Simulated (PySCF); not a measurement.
Nuclear quadrupole coupling in `O=S(=O)([O-])C1=CCCCO1`

C5H7O4S (charge -1).
Cartesian coordinates in Å at the GFN2-xTB level; atoms count from 1:
```xyz
17
C5H7O4S angstrom
O      2.6570    0.0698    2.3217
S      2.5466    0.5367    0.9459
O      3.3619   -0.2176   -0.0041
O      2.6405    1.9846    0.7863
C      0.8311    0.1701    0.4298
C      0.5915   -0.4722   -0.6999
C     -0.8046   -0.7670   -1.1855
C     -1.7703   -0.5694   -0.0174
C     -1.4111    0.7295    0.7046
O     -0.1100    0.6894    1.2570
H      1.4380   -0.8155   -1.2671
H     -1.0707   -0.0972   -2.0122
H     -0.8689   -1.7919   -1.5622
H     -2.8086   -0.5300   -0.3568
H     -1.6625   -1.3963    0.6877
H     -2.0876    0.9184    1.5444
H     -1.4792    1.5705   -0.0021
```

Field gradients from the PBE0/pcSseg-1 density (PySCF, non-relativistic), principal values in atomic units, ordered |Vxx| ≤ |Vyy| ≤ |Vzz|:

```tsv
atom	Vxx	Vyy	Vzz
O1	-0.5124	-0.8652	1.3776
S2	-0.2171	-0.2485	0.4655
O3	-0.4818	-0.9074	1.3893
O4	-0.5131	-0.8647	1.3778
O10	-0.2293	-1.6758	1.9051
```

Task: Find the asymmetry η = (Vxx − Vyy)/Vzz and the couplings χ = eQV/h (234.96 MHz × Q in barn × V in au), with Q(17O) = −0.0256 b, Q(33S) = −0.0678 b.

Result: 
| atom | environment | nucleus | η | χzz (MHz) | χxx (MHz) | χyy (MHz) |
| --- | --- | --- | --- | --- | --- | --- |
| O1 | oxygen bonded to S | 17O | 0.26 | -8.29 | 3.08 | 5.20 |
| S2 | sulfonyl sulfur | 33S | 0.07 | -7.42 | 3.46 | 3.96 |
| O3 | oxygen bonded to S | 17O | 0.31 | -8.36 | 2.90 | 5.46 |
| O4 | oxygen bonded to S | 17O | 0.26 | -8.29 | 3.09 | 5.20 |
| O10 | cyclic ether oxygen | 17O | 0.76 | -11.46 | 1.38 | 10.08 |

Task: What is Vzz at S2 in SI units (1 au = 9.71736 × 10²¹ V/m²)?

Result: 0.4655 au = 4.524 × 10²¹ V/m².

Task: What couplings would deuterons (Q(2H) = 0.00286 b) have in place of the hydrogens, at this geometry?

Result: 
| atom | bonded to | bond length (Å) | Vzz (au) | η | χzz (kHz) |
| --- | --- | --- | --- | --- | --- |
| H11 | C6 | 1.075 | 0.3365 | 0.08 | 226 |
| H12 | C7 | 1.097 | 0.3004 | 0.03 | 202 |
| H13 | C7 | 1.094 | 0.3061 | 0.02 | 206 |
| H14 | C8 | 1.093 | 0.3079 | 0.01 | 207 |
| H15 | C8 | 1.092 | 0.3043 | 0.01 | 204 |
| H16 | C9 | 1.095 | 0.2959 | 0.05 | 199 |
| H17 | C9 | 1.101 | 0.2832 | 0.05 | 190 |

One conformer (not necessarily the lowest) at the GFN2-xTB geometry, without solvent, vibrations or thermal averaging. The pcSseg-1 basis has no diffuse functions, a weakness for an anion. GFN2-xTB bond lengths can be off by several hundredths of an ångström, more for odd bonds, and the gradients follow them. These gradients aren't converged with respect to the basis.
